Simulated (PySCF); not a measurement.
What PySCF settings do for CBr

Base input, run as `python input.py` with PySCF 2.14:

```python
from pyscf import gto, scf, mp

mol = gto.M(
    atom='C 0 0 0; Br 0 0 2.099',
    basis='jorge-dzp',
    charge=0,
    spin=1,
    verbose=4,
)
mf = scf.UHF(mol)
mf.kernel()
mp.MP2(mf, frozen=10).kernel()
mf.dip_moment()
print('orbital energies (hartree):', [e[max(0, n-3):n+3].round(4) for e, n in zip(mf.mo_energy, mol.nelec)])
```

Base result: E(SCF) = -2610.038122 Eh, 15 cycles, E(MP2) − E(SCF) = -0.43101 Eh, ⟨S²⟩ = 0.771, μz(SCF) = -0.96 D. The bond length is a typed value, not an optimised one. No search for the lowest solution was made.

Wall time 1.2 s on one thread of a shared host.

Each row names what differs from the base; energies in brackets are changes from the base.

| change | result |
| --- | --- |
| density fitting: none → weigend [this fitting set is unfit for the basis or for exact exchange; a fit set errs by some meV] | E(SCF) = -2588.594674 Eh, 15 cycles, E(MP2) − E(SCF) = -0.43505 Eh, ⟨S²⟩ = 0.769, μz(SCF) = -0.95 D |
| functional: none (Hartree–Fock) → wb97x; SCF type: UHF → UKS; step after the SCF: mp2 → analyze | E(SCF) = -2611.999521 Eh, 13 cycles, ⟨S²⟩ = 0.759, μz(SCF) = -0.24 D |
| PCM solvent, dielectric constant: none → 32.6; step after the SCF: mp2 → analyze | E(SCF) = -2610.040469 Eh (-0.0639 eV), 15 cycles, ⟨S²⟩ = 0.769, μz(SCF) = -1.35 D |
| cycle limit: 50 → 8 | not converged: SCF after 8 cycles |
| geometry: bond 2.099 → bond 0.3 [unsound on purpose] [an earlier cycle lay lower, so not the lowest solution of its kind] | E(SCF) = -2540.777421 Eh, E(MP2) − E(SCF) = -0.44108 Eh, ⟨S²⟩ = 0.814, μz(SCF) = 3.82 D |
| spin (2S): 1 → 43 [unsound on purpose] | stops with AssertionError |
| charge: 0 → 1; spin (2S): 1 → 2 [another spin of the ion may lie lower] [a high spin state] | E(SCF) = -2609.636929 Eh (+10.9170 eV), 14 cycles, E(MP2) − E(SCF) = -0.40392 Eh, ⟨S²⟩ = 2.035 |
| basis set: jorge-dzp → ano-rcc-vdzp; spin-free X2C: off → on | E(SCF) = -2642.184748 Eh, 15 cycles, E(MP2) − E(SCF) = -0.21822 Eh, ⟨S²⟩ = 0.774, μz(SCF) = -0.67 D |
| spin-free X2C: off → on [basis contracted without relativity] | E(SCF) = -2639.149864 Eh, 14 cycles, E(MP2) − E(SCF) = -0.43429 Eh, ⟨S²⟩ = 0.773, μz(SCF) = -0.90 D |
| geometry: bond 2.099 → bond 0.5 [unsound on purpose] | E(SCF) = -2591.888763 Eh, 12 cycles, E(MP2) − E(SCF) = -0.41227 Eh, ⟨S²⟩ = 0.753, μz(SCF) = -1.72 D |
| spin (2S): 1 → 5 [a high spin state] | E(SCF) = -2609.844571 Eh (+5.2668 eV), 11 cycles, E(MP2) − E(SCF) = -0.37672 Eh, ⟨S²⟩ = 8.758, μz(SCF) = 2.22 D |
| step after the SCF: mp2 → gradient | E(SCF) = -2610.038122 Eh (+0.0000 eV), 15 cycles, ⟨S²⟩ = 0.771, μz(SCF) = -0.96 D, gradient on the second atom 0.0461 Eh/bohr |
| geometry: bond 2.099 → bond 2.624 [an earlier cycle lay lower, so not the lowest solution of its kind] | E(SCF) = -2609.979974 Eh (+1.5823 eV), E(MP2) − E(SCF) = -0.42522 Eh, ⟨S²⟩ = 0.769, μz(SCF) = -3.63 D |
| initial guess: minao → 1e [may be another electronic state] [ends in another solution than the base] | E(SCF) = -2609.906603 Eh (+3.5788 eV), 21 cycles, E(MP2) − E(SCF) = -0.43320 Eh, ⟨S²⟩ = 0.759, μz(SCF) = -2.36 D |
| PCM solvent, dielectric constant: none → 78.36; step after the SCF: mp2 → analyze | E(SCF) = -2610.040518 Eh (-0.0652 eV), 15 cycles, ⟨S²⟩ = 0.769, μz(SCF) = -1.36 D |
| basis set: jorge-dzp → cc-pvdz-dk; spin-free X2C: off → on | E(SCF) = -2642.058700 Eh, 14 cycles, E(MP2) − E(SCF) = -0.21069 Eh, ⟨S²⟩ = 0.773, μz(SCF) = -0.65 D |
| functional: none (Hartree–Fock) → bp86; SCF type: UHF → UKS; step after the SCF: mp2 → analyze | E(SCF) = -2612.272670 Eh, 12 cycles, ⟨S²⟩ = 0.756, μz(SCF) = 0.36 D |
| level shift (hartree): none → -0.2 | E(SCF) = -2610.038122 Eh (+0.0000 eV), 43 cycles, E(MP2) − E(SCF) = -0.43101 Eh, ⟨S²⟩ = 0.771, μz(SCF) = -0.96 D |
| spin (2S): 1 → 2 [unsound on purpose] | stops with RuntimeError (Electron number 41 and spin 2 are not consistent) |
| basis set: jorge-dzp → aug-cc-pvdz | E(SCF) = -2610.101581 Eh (-1.7268 eV), 15 cycles, E(MP2) − E(SCF) = -0.22300 Eh, ⟨S²⟩ = 0.772, μz(SCF) = -0.67 D |
| Cartesian functions: off → on | E(SCF) = -2610.054307 Eh (-0.4404 eV), 15 cycles, E(MP2) − E(SCF) = -0.44462 Eh, ⟨S²⟩ = 0.771, μz(SCF) = -0.95 D |

Problem. Order these changes by how far they move the SCF energy from the base, largest first: (1) Cartesian functions: off → on; (2) PCM solvent, dielectric constant: none → 78.36; step after the SCF: mp2 → analyze; (3) geometry: bond 2.099 → bond 2.624; (4) initial guess: minao → 1e.

Solution. (4) +3.5788 eV, (3) +1.5823 eV, (1) -0.4404 eV, (2) -0.0652 eV.
